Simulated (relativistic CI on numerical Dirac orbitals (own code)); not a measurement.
Sensitivity of the levels of Rh VIII to α and to the nuclear radius

Calculated at this level of theory: Dirac-Coulomb-Breit CI, KLI orbitals optimised for each configuration, derivatives by finite differences, unscaled Slater integrals, QED left out (own radial code, finite nucleus).

Configuration list (outside the closed core [Ar] 3d10 4s2): 4p6 4d2, 4p6 4d 5s, 4p6 4d 4f, 4p5 4d3, 4p6 4d 5p, 4p6 5s2, 4p6 4f2. Double excitations out of closed p, d and f shells are left out; levels of such configurations are missing from the list, as are those of other unlisted configurations, and high levels can miss mixing partners.

With x = (α/α₀)² − 1 an excitation energy changes as ω = ω₀ + qx; K = 2q/ω₀ is the relative enhancement. Terms are leading LS components, so labels can repeat. The field-shift factor is F = δν/δ⟨r²⟩ for the transition from the lowest level.

Lowest level 4p6 4d2 3F_2.

| Level | ω₀ (cm⁻¹) | q (cm⁻¹) | F (GHz/fm²) |
| --- | --- | --- | --- |
| 4p6 4d2 3F_3 | 3462 | 3771 | 0.0401 |
| 4p6 4d2 3F_4 | 7196 | 7206 | 0.0791 |
| 4p6 4d2 1D_2 | 16979 | 3029 | 0.0971 |
| 4p6 4d2 3P_0 | 17581 | 1719 | 0.0644 |
| 4p6 4d2 3P_1 | 19115 | 3726 | 0.0852 |
| 4p6 4d2 3P_2 | 22964 | 8079 | 0.144 |
| 4p6 4d2 1G_4 | 27150 | 4981 | 0.117 |
| 4p6 4d2 1S_0 | 57511 | 5502 | 0.24 |
| 4p6 4d 5s 3D_1 | 250449 | -19480 | 14.2 |
| 4p6 4d 5s 3D_2 | 251775 | -18660 | 14.2 |
| 4p6 4d 5s 3D_3 | 255570 | -14480 | 14.3 |
| 4p6 4d 5s 1D_2 | 261423 | -14560 | 13.8 |
| 4p6 4d 5p 3F°_2 | 332281 | -15030 | 2.57 |
| 4p6 4d 5p 3D°_1 | 334424 | -13350 | 2.54 |
| 4p6 4d 5p 3D°_2 | 337963 | -9190 | 2.59 |
| 4p6 4d 5p 3F°_3 | 339645 | -9446 | 2.6 |
| 4p6 4d 5p 3F°_2 | 340530 | -6819 | 2.45 |
| 4p6 4d 5p 3F°_3 | 343619 | -4655 | 2.45 |
| 4p6 4d 5p 3F°_4 | 348294 | -1509 | 2.49 |
| 4p6 4d 5p 3P°_1 | 348820 | -7746 | 2.46 |
| 4p6 4d 5p 3P°_0 | 349766 | -6492 | 2.44 |
| 4p6 4d 5p 3P°_2 | 351555 | -3677 | 2.52 |
| 4p6 4d 5p 1F°_3 | 354175 | -4492 | 2.5 |

At this charge configurations can still be misplaced by up to about 7 % of their energy. Terms inside the open d or f shell come out 10 to 20 % too wide with unscaled integrals.

(1) Which transition from the lowest level has the largest |K|?

Results:

(1) 4p6 4d2 3F_3 at 3462 cm⁻¹, K = 2.18.
